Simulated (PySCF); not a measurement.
Compound: C3H11NOSi4.
Atom-mapped SMILES: `[CH3:1][CH2:2][Si@@H:3]1[Si@H:4]([C:5]#[N:6])[SiH2:7][Si@@H:8]1[OH:9]`

Geometry (GFN2-xTB, Å), atoms numbered from 1 in this order:
```
atom  x, y, z in Å
C1    -1.9080    1.0514   -0.7629
C2    -2.0320    0.5496    0.6702
Si3   -0.4724   -0.3905    1.2486
Si4    1.5872    0.7957    1.0628
C5     1.4149    2.3979    0.1243
N6     1.2742    3.3575   -0.4911
Si7    2.4876   -0.9228   -0.2962
Si8    0.4234   -2.0591   -0.1663
O9    -0.4378   -1.9746   -1.5589
H10   -1.0851    1.7576   -0.8583
H11   -2.8209    1.5557   -1.0765
H12   -1.7279    0.2226   -1.4439
H13   -2.2264    1.3971    1.3318
H14   -2.9029   -0.1065    0.7441
H15   -0.7720   -0.8163    2.6347
H16    2.3101    1.2946    2.2463
H17    3.0130   -0.5317   -1.6129
H18    3.6286   -1.6125    0.3248
H19    0.4575   -3.4824    0.2168
H20   -0.2162   -2.4725   -2.3403
```

Probes without a nucleus sit at each ring's centroid and 1 Å off its mean plane on both sides; NICS is minus the shielding there, NICSzz its component along the normal. Level: GIAO PBE0/pcSseg-1 (PySCF, non-relativistic, gas phase) on the GFN2-xTB geometry, one conformer.

Ring bond lengths (Å), with Mayer bond orders in brackets: Si3–Si4 2.384 (0.83), Si4–Si7 2.369 (0.86), Si7–Si8 2.360 (0.85), Si8–Si3 2.364 (0.85).

Q: What do the NICS probes read (ppm)?

A: 
```tsv
ring	type	NICS(0)	NICS(1), two faces	NICS(1)zz, two faces	rms pucker (Å)	centre to ring atoms, mean (Å)
Si3–Si4–Si7–Si8	4-membered ring with 4 Si; formal bonds all single	3.7	1.3 / -1.5	7.8 / 2.9	0.02	1.68
```

Q: What can be read from them?

A: 
- Si3–Si4–Si7–Si8: mean NICS(1)zz 5.4 ppm, deshielded. Si3, Si4, Si7, Si8 have four or more neighbours; no verdict on aromaticity is drawn. The two faces differ by 4.9 ppm, so no symmetry operation interchanges them.

Q: What field does 14.1 T along the ring normal induce along that normal at the first NICS(1) probe listed for ring Si3–Si4–Si7–Si8, 1 Å off the ring?

A: NICSzz × B0 = 7.8 ppm × 14.1 T = 110 μT, along the applied field.

Q: How shielded are the nuclei of the rings and their hydrogens (means over atoms taken as equivalent)?

A: 
```json
{"atoms": "Si3", "environment": "SiH silicon", "σ isotropic (ppm)": "385.4"}
{"atoms": "Si4", "environment": "SiH silicon", "σ isotropic (ppm)": "439.8"}
{"atoms": "Si7", "environment": "SiH2 silicon", "σ isotropic (ppm)": "438.4"}
{"atoms": "Si8", "environment": "oxygen-bound silicon", "σ isotropic (ppm)": "328.3"}
{"atoms": "H15", "environment": "Si–H hydrogen", "σ isotropic (ppm)": "26.83"}
{"atoms": "H16", "environment": "Si–H hydrogen", "σ isotropic (ppm)": "26.99"}
{"atoms": "H17", "environment": "Si–H hydrogen", "σ isotropic (ppm)": "27.29"}
{"atoms": "H18", "environment": "Si–H hydrogen", "σ isotropic (ppm)": "27.72"}
{"atoms": "H19", "environment": "Si–H hydrogen", "σ isotropic (ppm)": "24.95"}
```

Time: 66 s (with the writing of density and orbital grids); peak memory 1.1 GiB. Hardware: an Arm Neoverse V2 with one thread, no GPU, shared host with 96 logical CPUs at a one-minute load of 35. This is the whole shielding run at PBE0/pcSseg-1, SCF included.
